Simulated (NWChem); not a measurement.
System: C₃HFO₃; SMILES O=C1OC(=CF)O1

Parts of the log:

```
             Northwest Computational Chemistry Package (NWChem) 7.3.0
             --------------------------------------------------------

                             Geometry "geometry" -> ""
                             -------------------------

 Output coordinates in angstroms (scale by  1.889725989 to convert to a.u.)

  No.       Tag          Charge          X              Y              Z
 ---- ---------------- ---------- -------------- -------------- --------------
    1 O                    8.0000     0.30383800     2.60320100     0.00000000
    2 C                    6.0000     0.09749200     1.45133500     0.00000000
    3 O                    8.0000     0.92121300     0.34839300     0.00000000
    4 C                    6.0000    -0.23217600    -0.39220200     0.00000000
    5 C                    6.0000    -0.50174200    -1.68910300     0.00000000
    6 F                    9.0000     0.45896000    -2.59948500     0.00000000
    7 O                    8.0000    -1.05921800     0.70480300     0.00000000
    8 H                    1.0000    -1.52766500    -2.05998200     0.00000000

 Effective nuclear repulsion energy (a.u.)     289.3409387547

                                 NWChem DFT Module
                                 -----------------

 Summary of "ao basis" -> "ao basis" (spherical)
 ------------------------------------------------------------------------------
       Tag                 Description            Shells   Functions and Types
 ---------------- ------------------------------  ------  ---------------------
 O                          def2-svp                 6       14   3s2p1d
 C                          def2-svp                 6       14   3s2p1d
 F                          def2-svp                 6       14   3s2p1d
 H                          def2-svp                 3        5   2s1p

 in cosmo_initialize ...
 calling solv_data for solv:toluene

 solvent parameters
 solvname_short: toluene
 solvname_long:  toluene
 dielec:        2.3741
 dielecinf:     2.2383
 nonaqueous SMD model solvent descriptors
 dielec:        2.3741
 sola:          0.0000
 solb:          0.1400
 solc:          0.8570
 solg:         40.2000
 solh:          0.0000
 soln:          1.4961

          ---------------
          -cosmo- solvent
          ---------------
 Cosmo: York-Karplus, doi: 10.1021/jp992097l
 dielectric constant -eps-     =   2.37
 screen = (eps-1)/(eps    )    =   0.57879
 surface charge correction     = lagrangian

   van der Waals surface
 --------------------------

 ---------- ATOMIC COORDINATES (A.U.) ------------ VDWR(ANG.) --
     1    0.57417056    4.91933658    0.00000000     2.294
     2    0.18423317    2.74262547    0.00000000     1.850
     3    1.74084015    0.65836731    0.00000000     2.294
     4   -0.43874902   -0.74115431    0.00000000     1.850
     5   -0.94815490   -3.19194184    0.00000000     1.850
     6    0.86730864   -4.91231436    0.00000000     1.730
     7   -2.00163178    1.33188455    0.00000000     2.294
     8   -2.88686825   -3.89280152    0.00000000     1.200
 number of segments per atom =        128
 number of   points per atom =        128
 atom (   nspa,  nppa )
 ----------------------
    1 (     88,     0 )       0
    2 (      0,     0 )       0
    3 (     66,     0 )       0
    4 (      8,     0 )       0
    5 (     46,     0 )       0
    6 (     80,     0 )       0
    7 (     66,     0 )       0
    8 (     54,     0 )       0
 number of -cosmo- surface points =      408
 molecular surface =    148.210 angstrom**2
 molecular volume  =    138.451 angstrom**3
 -lineq- algorithm             =   0
 -bem- low  level              =   3
 -bem- from -octahedral-
 gaussian surface charge width =   4.50000
 degree of switching           =   1.00000
 switching function tolerance  =   0.00010
 atomic radii =
 --------------
    1  8.000  2.294
    2  6.000  1.850
    3  8.000  2.294
    4  6.000  1.850
    5  6.000  1.850
    6  9.000  1.730
    7  8.000  2.294
    8  1.000  1.200
 ...... end of -cosmo- initialization ......

 nat:                     8
 ixmem:                  3618
 calling mnsol_interface()
 G(SMD-CDS) energy (kcal/mol)  =    -0.671
 SMD-CDS SASA (angstrom**2)    =   132.469

            General Information
            -------------------
          SCF calculation type: DFT
          Wavefunction type:  closed shell.
          No. of atoms     :     8
          No. of electrons :    52
           Alpha electrons :    26
            Beta electrons :    26
          Charge           :     0
          Spin multiplicity:     1
          Use of symmetry is: off; symmetry adaption is: off
          Maximum number of iterations: 150
          AO basis - number of functions:   103
                     number of shells:    45
          Convergence on energy requested:  1.00D-06
          Convergence on density requested:  1.00D-05
          Convergence on gradient requested:  5.00D-04

              XC Information
              --------------
                         B3LYP Method XC Potential
                     Hartree-Fock (Exact) Exchange  0.200
                        Slater Exchange Functional  0.800 local
                    Becke 1988 Exchange Functional  0.720 non-local
              Lee-Yang-Parr Correlation Functional  0.810
                  VWN I RPA Correlation Functional  0.190 local

             Grid Information
             ----------------
          Grid used for XC integration:  medium
          Radial quadrature: Mura-Knowles
          Angular quadrature: Lebedev.
          Tag              B.-S. Rad. Rad. Pts. Rad. Cut. Ang. Pts.
          ---              ---------- --------- --------- ---------
          O                   0.60       49          12.0       434
          C                   0.70       49          10.0       434
          F                   0.50       49          11.0       434
          H                   0.35       45          10.0       434
          Grid pruning is: on
          Number of quadrature shells:   388
          Spatial weights used:  Erf1

      Superposition of Atomic Density Guess
      -------------------------------------

 Sum of atomic energies:        -436.73968358

      Non-variational initial energy
      ------------------------------

 Total energy =    -440.146550
 1-e energy   =   -1175.547683
 2-e energy   =     446.060194
 HOMO         =      -0.225414
 LUMO         =       0.083752

   convergence    iter        energy       DeltaE   RMS-Dens  Diis-err
 ---------------- ----- ----------------- --------- --------- ---------
     COSMO gas phase
 d= 0,ls=0.0,diis     1   -439.7997556694 -7.29D+02  2.31D-02  2.08D+00
 d= 0,ls=0.0,diis     2   -439.2997079181  5.00D-01  1.53D-02  7.73D+00
 d= 0,ls=0.0,diis     3   -440.0125101961 -7.13D-01  3.88D-03  2.47D-01
 d= 0,ls=0.0,diis     4   -440.0311578825 -1.86D-02  1.37D-03  6.20D-02
 d= 0,ls=0.0,diis     5   -440.0365723365 -5.41D-03  3.45D-04  3.90D-03
  Resetting Diis
 d= 0,ls=0.0,diis     6   -440.0369015977 -3.29D-04  7.30D-05  8.22D-05
 d= 0,ls=0.0,diis     7   -440.0369073411 -5.74D-06  7.82D-05  2.27D-05
 d= 0,ls=0.0,diis     8   -440.0369022643  5.08D-06  5.09D-05  7.12D-05
 d= 0,ls=0.0,diis     9   -440.0369096874 -7.42D-06  4.42D-06  6.78D-07
 d= 0,ls=0.0,diis    10   -440.0369097477 -6.03D-08  1.39D-06  3.00D-08

   convergence    iter        energy       DeltaE   RMS-Dens  Diis-err
 ---------------- ----- ----------------- --------- --------- ---------
     COSMO solvation phase
 d= 0,ls=0.0,diis     1   -440.0409402933 -4.03D-03  7.82D-04  8.07D-04
 d= 0,ls=0.0,diis     2   -440.0410758025 -1.36D-04  2.51D-04  9.31D-04
 d= 0,ls=0.0,diis     3   -440.0411584353 -8.26D-05  7.58D-05  1.66D-04
 d= 0,ls=0.0,diis     4   -440.0411716831 -1.32D-05  2.87D-05  1.90D-05
 d= 0,ls=0.0,diis     5   -440.0411734252 -1.74D-06  8.36D-06  1.90D-06
 d= 0,ls=0.0,diis     6   -440.0411736109 -1.86D-07  2.57D-06  1.08D-07

         Total DFT energy =     -440.041173610891
      One electron energy =    -1176.523267043142
           Coulomb energy =      500.215991178929
    Exchange-Corr. energy =      -52.862947617744
 Nuclear repulsion energy =      289.340938754728

             COSMO energy =       -0.211888883662

 Numeric. integr. density =       52.000005441120

                                COSMO-SMD solvation results
                                ---------------------------

             internal energy in gas <Psi(g)|H|Psi(g)> =      -440.036909747734
         internal energy in solvent <Psi(s)|H|Psi(s)> =      -440.036650351758
                               delta internal energy  =         0.000259395976 (    0.16 kcal/mol)
   total free energy in solvent <Psi(s)|H+V/2|Psi(s)> =      -440.040103672987
 polarization energy contribution <Psi(s)|V/2|Psi(s)> =        -0.003453321229 (   -2.17 kcal/mol)
    total free energy in solvent including G(SMD-CDS) =      -440.041173610891
                       G(SMD-CDS) energy contribution =        -0.001069937904 (   -0.67 kcal/mol)
     1 M fixed-concentration free energy of solvation =        -0.004263863158 (   -2.68 kcal/mol)

                       DFT Final Molecular Orbital Analysis
                       ------------------------------------

 Vector   24  Occ=2.000000D+00  E=-3.878823D-01
              MO Center= -5.9D-02,  5.2D-01, -4.0D-09, r^2= 1.6D+00
   Bfn.  Coefficient  Atom+Function         Bfn.  Coefficient  Atom+Function
  ----- ------------  ---------------      ----- ------------  ---------------
    34      0.477782  3 O  pz                90     -0.472422  7 O  pz
    37      0.347345  3 O  pz                93     -0.344726  7 O  pz
    27     -0.031664  2 C  d  1              55     -0.030479  4 C  d  1

 Vector   25  Occ=2.000000D+00  E=-3.532489D-01
              MO Center=  2.0D-01,  2.0D+00, -2.6D-10, r^2= 1.8D+00
   Bfn.  Coefficient  Atom+Function         Bfn.  Coefficient  Atom+Function
  ----- ------------  ---------------      ----- ------------  ---------------
     4      0.553840  1 O  px                 7      0.352877  1 O  px
    88      0.225457  7 O  px                33     -0.185412  3 O  py
    32      0.171445  3 O  px                91      0.168563  7 O  px
    21      0.153627  2 C  px                36     -0.141745  3 O  py
    35      0.125626  3 O  px                87      0.112907  7 O  s

 Vector   26  Occ=2.000000D+00  E=-2.660004D-01
              MO Center= -2.0D-01, -7.2D-01,  6.7D-11, r^2= 3.0D+00
   Bfn.  Coefficient  Atom+Function         Bfn.  Coefficient  Atom+Function
  ----- ------------  ---------------      ----- ------------  ---------------
    62      0.400358  5 C  pz                48      0.357623  4 C  pz
    76      0.270820  6 F  pz                65      0.243413  5 C  pz
    79     -0.217573  6 F  pz                51      0.213357  4 C  pz
    90     -0.205239  7 O  pz                 6      0.200052  1 O  pz
    34     -0.197005  3 O  pz                 9      0.165627  1 O  pz

 Vector   27  Occ=0.000000D+00  E=-2.123547D-02
              MO Center= -6.2D-02,  5.7D-01,  3.1D-09, r^2= 3.8D+00
   Bfn.  Coefficient  Atom+Function         Bfn.  Coefficient  Atom+Function
  ----- ------------  ---------------      ----- ------------  ---------------
    20      0.519916  2 C  pz                23      0.445302  2 C  pz
    65      0.394203  5 C  pz                 9     -0.360888  1 O  pz
     6     -0.346000  1 O  pz                51     -0.347716  4 C  pz
    62      0.344029  5 C  pz                48     -0.311344  4 C  pz
    76      0.134353  6 F  pz                79     -0.132225  6 F  pz

 Vector   28  Occ=0.000000D+00  E= 3.737506D-02
              MO Center= -1.7D-01, -2.6D-03,  2.7D-07, r^2= 3.0D+00
   Bfn.  Coefficient  Atom+Function         Bfn.  Coefficient  Atom+Function
  ----- ------------  ---------------      ----- ------------  ---------------
    51      0.508874  4 C  pz                65     -0.460186  5 C  pz
    48      0.443692  4 C  pz                20      0.361046  2 C  pz
    62     -0.328017  5 C  pz                23      0.306995  2 C  pz
    34     -0.299208  3 O  pz                37     -0.297997  3 O  pz
    93     -0.296169  7 O  pz                90     -0.293355  7 O  pz

 Vector   29  Occ=0.000000D+00  E= 3.744197D-02
              MO Center= -2.9D-01, -1.0D+00, -2.7D-07, r^2= 3.1D+00
   Bfn.  Coefficient  Atom+Function         Bfn.  Coefficient  Atom+Function
  ----- ------------  ---------------      ----- ------------  ---------------
   100      0.609628  8 H  s                 63      0.507308  5 C  px
    31     -0.500802  3 O  s                 49      0.457873  4 C  px
    73     -0.446303  6 F  s                 46      0.373191  4 C  px
    87      0.320681  7 O  s                 64     -0.310148  5 C  py
    45      0.280640  4 C  s                 60      0.257027  5 C  px

     Multipole analysis of the density
     ---------------------------------

     L   x y z        total         alpha         beta         nuclear
     -   - - -        -----         -----         ----         -------
     0   0 0 0     -0.000000    -26.000000    -26.000000     52.000000

     1   1 0 0     -0.634893     -0.422405     -0.422405      0.209916
     1   0 1 0     -0.853018     -0.441636     -0.441636      0.030253
     1   0 0 1      0.000000      0.000000      0.000000      0.000000

     2   2 0 0    -27.962467    -54.376472    -54.376472     80.790477
     2   1 1 0      2.132195     -2.170276     -2.170276      6.472747
     2   1 0 1     -0.000000     -0.000000     -0.000000      0.000000
     2   0 2 0    -32.420533   -292.784300   -292.784300    553.148067
     2   0 1 1     -0.000000     -0.000000     -0.000000      0.000000
     2   0 0 2    -26.747367    -13.373684    -13.373684      0.000000
```

Level: B3LYP/def2-SVP, SMD on the gas-phase geometry. Structure relaxed at the PBE0/def2-SVP level. B3LYP is NWChem's, with the RPA form of VWN correlation. Solvent: toluene.

### Question
Write an input that gives this output.

### Answer
This is not unique; one that fits is the input that was run:
```
start job
memory heap 200 mb stack 900 mb global 1100 mb
geometry units angstroms noautosym nocenter noautoz
  O      0.303838     2.603201     0.000000
  C      0.097492     1.451335     0.000000
  O      0.921213     0.348393     0.000000
  C     -0.232176    -0.392202     0.000000
  C     -0.501742    -1.689103     0.000000
  F      0.458960    -2.599485     0.000000
  O     -1.059218     0.704803     0.000000
  H     -1.527665    -2.059982     0.000000
end
basis spherical
  * library def2-svp
end
dft
  xc b3lyp
  iterations 150
end
cosmo
  do_cosmo_smd true
  solvent toluene
end
task dft energy
```
